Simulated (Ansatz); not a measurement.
An input meant for the cluster Ga₄As₄²⁻ (charge -2, singlet).

```yaml
crystal:
  periodic: [false, false, false]
  atoms:
    - {symbol: Ga, position_ang: [0.031408, 2.584361, 0.936900]}
    - {symbol: Ga, position_ang: [0.532620, -0.173102, -2.759602]}
    - {symbol: Ga, position_ang: [0.818803, -0.625686, 2.189899]}
    - {symbol: Ga, position_ang: [-1.089068, 0.076545, -0.038886]}
    - {symbol: As, position_ang: [-1.264295, -1.693645, -1.632766]}
    - {symbol: As, position_ang: [-1.344623, 0.827246, 2.191832]}
    - {symbol: As, position_ang: [1.389157, 0.749624, -0.503248]}
    - {symbol: As, position_ang: [0.925998, -1.745343, -0.384139]}
basis:
  gaussian: {orbitals: def2-TZVP, final_grid: {core_spheres: 20, valence_spheres: 16, degree: 47}}
total_charge: -2
hamiltonian: {xc: {name: HF}}
correlation: {method: mp2, frozen_orbitals: {Ga: 9}}
scf: {omitted_lower_state_checks: [starts]}
```

```sh
$ ansatz run in.yaml --threads 6 --pin off --events-out ev --progress --plain --max-ram 7833MiB
```

Output, abridged:

```
Functional definition: HF
Error: "frozen_orbitals" has no count for As
```

Q: Something in this input is off. What?

A: Frozen orbitals are typed for one element alone, and the program wants a count for each (the count typed has to fit that element's core, too). The program refused the input.
